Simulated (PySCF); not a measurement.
# Copper: a sound run and one with changed settings

Sound run: Cu+ [Ar] 3d10, Cu(2+) [Ar] 3d9. All numbers are calculated (PySCF 2.14, the spin-free X2C one-electron Hamiltonian (Gaussian nucleus), in aug-cc-pVDZ-DK). In the sound run the correlated levels freeze [Ar]. The sound run starts from symmetry-adapted Hartree-Fock orbitals and uses a fine grid where one is needed.

A second run was set up differently.

| species | method | sound run (hartree) | changed run (hartree) | converged |
| --- | --- | --- | --- | --- |
| Cu+ | UHF | -1652.90651 | -1652.90651 | yes |
| Cu+ | PBE0 | -1654.23103 | -1654.23103 | yes |
| Cu+ | BP86 | -1654.74669 | -1654.74669 | yes |
| Cu+ | MP2 | -1653.33166 | -1653.27104 | yes |
| Cu(2+) | UHF | -1652.27526 | -1652.27526 | yes |
| Cu(2+) | PBE0 | -1653.49053 | -1653.49130 | yes |
| Cu(2+) | BP86 | -1653.97858 | -1653.97947 | no |
| Cu(2+) | MP2 | -1652.57123 | -1652.53620 | yes |

Ionisation energy of Cu+:

```csv
method,sound run (eV),changed run (eV)
UHF,17.177,17.177
PBE0,20.150,20.129
MP2,20.692,19.996
SCS-MP2,20.254,19.641
```

Question: What was changed?
A. radial grid too coarse
B. level shift left on
C. basis contracted for another Hamiltonian
D. all electrons correlated in a valence basis

Answer: B. It used initial guess atom, at most 50 SCF cycles, level shift 0.5 hartree. Where the changed run lies lower, it found another determinant of the same configuration, with other orbitals of the open shell filled.
